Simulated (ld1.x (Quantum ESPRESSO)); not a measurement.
Reading a pseudo-wave (bromine)

Columns: radius, all-electron u(r) and pseudo u(r) of the 4s shell (level -20.48 eV) of bromine in the configuration [Ar] 3d10 4s1.5 4p5.5; revPBE, scalar-relativistic, TM scheme, ld1.x (Quantum ESPRESSO) 7.5.

```
r (bohr)  all-electron   pseudo
   0.078       -0.1399  -0.0324
   0.155       -0.2361  -0.0647
   0.232        0.0327  -0.0976
   0.310        0.3001  -0.1318
   0.388        0.4218  -0.1676
   0.465        0.4014  -0.2053
   0.542        0.2861  -0.2468
   0.620        0.1188  -0.2945
   0.698       -0.0650  -0.3500
   0.775       -0.2410  -0.4142
   0.852       -0.3993  -0.4883
   0.930       -0.5357  -0.5712
   1.008       -0.6465  -0.6559
   1.085       -0.7312  -0.7324
   1.162       -0.7934  -0.7935
   1.240       -0.8364  -0.8364
   1.318       -0.8616  -0.8616
   1.395       -0.8719  -0.8719
   1.472       -0.8699  -0.8699
   1.550       -0.8578  -0.8578
   1.628       -0.8377  -0.8377
   1.705       -0.8117  -0.8117
   1.782       -0.7812  -0.7812
   1.860       -0.7471  -0.7471
   1.938       -0.7108  -0.7108
   2.015       -0.6737  -0.6737
```

**Question.** How many radial nodes do the two functions have?

**Answer.** The all-electron 4s function has n − l − 1 = 3 (the table is too coarse to show those close to the nucleus); the pseudo-wave has 0, since the states of the same l below it are removed with the core.

**Question.** At about which radius was the pseudo-wave matched?

**Answer.** 1.20 bohr, where the columns begin to agree (steps of 0.08 bohr).

**Question.** Where does each function peak?

**Answer.** Outermost all-electron maximum near 1.40 bohr, pseudo maximum near 1.40 bohr (to the table’s step).

**Question.** Is the pseudo-wave norm-conserving?

**Answer.** Yes: the TM scheme keeps the norm inside the radius equal to the all-electron one, which fixes the energy derivative of the logarithmic derivative at the level.
